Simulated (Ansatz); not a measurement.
The cluster Ta2O2⁺, relaxed as a doublet with UKS PBE0-D4/def2-TZVP in Ansatz, starting from the GFN2-xTB geometry. Force threshold 0.02 eV/Å.

In the def2 sets Ta takes a core potential; there is no spin–orbit coupling. The charge 1 doublet is spin-contaminated (final ⟨S²⟩ up to 2.20, 0.75 for a pure state). The relaxation made no stability test and no search for a lower SCF solution. No other spin state of charge 1 was run. Another isomer (doublet) lies 0.90 eV lower at PBE0-D4/def2-TZVP; other spin states weren't run for this one.

Start:

Cartesian coordinates in Å:
```
Ta -0.586 2.141 -0.357
Ta 0.581 -2.139 0.353
O 0.685 0.199 0.086
O -0.680 -0.202 -0.082
```

```tsv
step	energy (eV)	largest force component (eV/Å)	SCF passes
1	-7177.0466	2.972	123
2	-7178.3637	2.241	105
3	-7178.6777	1.487	80
4	-7178.7561	0.482	72
5	-7178.7699	0.119	79
6	-7178.7722	0.185	73
7	-7179.0915	0.938	166
8	-7179.1184	0.934	77
9 (rejected)	-7178.8435	6.712	128
10	-7179.3287	0.926	95
11	-7179.4556	2.665	70
12	-7181.2261	5.523	68
13	-7183.8910	3.955	81
14	-7185.6490	2.680	78
15	-7186.0453	2.364	80
16	-7186.2063	0.870	59
17 (rejected)	-7186.0045	1.716	85
18	-7186.2910	0.620	67
19	-7186.3085	0.170	51
20 (rejected)	-7186.2944	0.221	49
21 (rejected)	-7186.3067	0.195	48
22	-7186.3092	0.165	44
23	-7186.3101	0.026	46
24 (rejected)	-7186.3101	0.046	39
25	-7186.3103	0.015	46
```

Force components are those of the run's own axes.

End:

```xyz
4

Ta   -0.418    1.303   -0.233
Ta    0.444   -1.374    0.215
O     1.148    0.432    0.145
O    -1.174   -0.362   -0.128
```

Bonds lost: O3–O4 (atoms count from 1). Metal–metal contacts that move far: Ta1–Ta2 4.49 to 2.85 Å.

No frequencies were taken in this run, so the end may be a saddle point.

Hardware: 4 threads of AMD EPYC 7B13 on a shared host. Wall time 77 s.
